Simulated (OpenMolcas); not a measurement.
## Pt2+: moving the ligands

Pt2+ with 6 ligands (oxide) in octahedral coordination (Oh) at 2.18 Å. A charge of +1.67 e stands 2.4 Å behind each ligand. Ligand basis ANO-RCC-VDZP.

```
Program             : OpenMolcas 26.06
Method              : CASSCF
Basis               : ANO-RCC-VDZP [7s6p4d2f]
Scalar Hamiltonian  : DKH2, point nucleus
Active space        : 8 electrons in 5 orbitals (5d)
State averaging     : 2S+1 = 3 even, 10 roots; 2S+1 = 1 even, 15 roots
Spin-orbit coupling : state interaction with AMFI integrals over the reference wave functions
```

Runs around this geometry, states (labels of O, the rotations of Oh). Energies in cm-1 above the lowest state or level, χT in cm3 K/mol; 10Dq and B are least-squares fits to the states below 45000 cm-1, weighted by degeneracy, with a free offset, and given where the rms deviation is under 5 % of |10Dq| (or 100 cm-1) and under 700 cm-1.

| R (Å) | Ground state | First state of that spin | 10Dq | B (rms of fit) | First gap with spin-orbit (degeneracies) | χT at 300 K | First state of another spin |
| --- | --- | --- | --- | --- | --- | --- | --- |
| 2.03 | 3A2 | 3T2 13048 |  |  | 7855 (3, 2) | 1.762 | 1E 10106 |
| 2.18 | 3A2 | 3T2 10589 |  |  | 7272 (3, 2) | 1.980 | 1E 11462 |
| 2.29 | 3A2 | 3T2 8669 | 9097 | 775 (131) | 6116 (3, 2) | 2.136 | 1E 11929 |

Taking the first state of the same spin as R^-n, n = -ln(8669 / 13048) / ln(2.29 / 2.03) = 3.4 between the shortest and longest distance.

Without dynamic correlation the repulsion within the d shell is too large (B by tens of per cent), so at a given field states of lower spin stand too high. Real 4d8 and 5d8 ions are as a rule square planar and diamagnetic. The oxide ions are held by bare point charges, a crude embedding. With metal d orbitals alone the field can be off either way by tens of per cent. Ligand-to-metal charge-transfer states are missing. With no ligand orbital active B as a rule stays too high, so bands that hang on it stand too high and its fall with covalency is understated. The least metal-like active orbital is 78 % on the metal (Löwdin) and no ligand orbital is active, so the numbers are rough (holds for R = 2.03). No measured value stands beside these numbers; the geometry is a model, was not optimised and need not be the one that this ion takes.
